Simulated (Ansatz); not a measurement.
`[F][Ti]([F])([F])[Cl]` + H₂S → `[F][Ti]([F])([F])[SH]` + HCl at 298.15 K and 1 bar (ligand exchange at a Ti–Cl bond).

Computed with Ansatz on PBE0-D4/def2-TZVP structures; ΔE is electronic, products minus reactants. CBS: MP2 limit from def2 TZ/QZ plus the TZ coupled-cluster correction, frozen cores. This one scheme is used for every species. For Ti outer-core shells are correlated without core-valence functions, which leaves a few kJ/mol of doubt a bond. Scalar relativity is left out up to krypton. Each species was taken in one conformer, which may not be the lowest.

| species | CCSD(T)/CBS energy (Eh) | H − E (kJ/mol) | S (J/(mol·K)) |
| --- | --- | --- | --- |
| `[F][Ti]([F])([F])[Cl]` | -1608.34854 | 41.6 | 329.6 |
| H₂S | -398.97279 | 49.9 | 205.7 |
| `[F][Ti]([F])([F])[SH]` | -1546.91893 | 63.5 | 358.5 |
| HCl | -460.38127 | 26.6 | 186.8 |

H − E and S are ideal-gas, rigid-rotor, harmonic terms from PBE0-D4/def2-TZVP, for one conformer and one mirror image of each species. 1 Eh = 2625.50 kJ/mol, R = 8.31446 J/(mol·K).

Problem. By hand: ΔE, ΔH, ΔS and ΔG.

Solution. ΔE = (-1546.91893) + (-460.38127) − (-1608.34854) − (-398.97279) = 0.02113 Eh = 55.5 kJ/mol. Δ(H − E) = 63.5 + 26.6 − 41.6 − 49.9 = -1.4, so ΔH = 54.1 kJ/mol. ΔS = 358.5 + 186.8 − 329.6 − 205.7 = 10.0 J/(mol·K). ΔG = 54.1 − 298.15 × (10.0)/1000 = 51.1 kJ/mol.

Problem. By hand: the equilibrium constant, and the temperature at which ΔG would vanish if ΔH and ΔS stayed fixed.

Solution. log₁₀ K = −ΔG/(RT ln 10) = -9.0. ΔG = 0 at ΔH/ΔS = 5410 K, far beyond where these terms or the molecules hold.

The number of gas molecules stays the same, so ΔS is small and ΔH decides. A doubt of 5 kJ/mol in ΔE shifts log₁₀ K by 0.9 here. Other conformers and mirror images would add mixing entropy, several J/(mol·K) or more a flexible species. These are equilibria of isolated gas molecules and say nothing of rates. Largest T1 diagnostic: 0.025 (customary marks: 0.02 for closed shells, 0.045 for open ones).
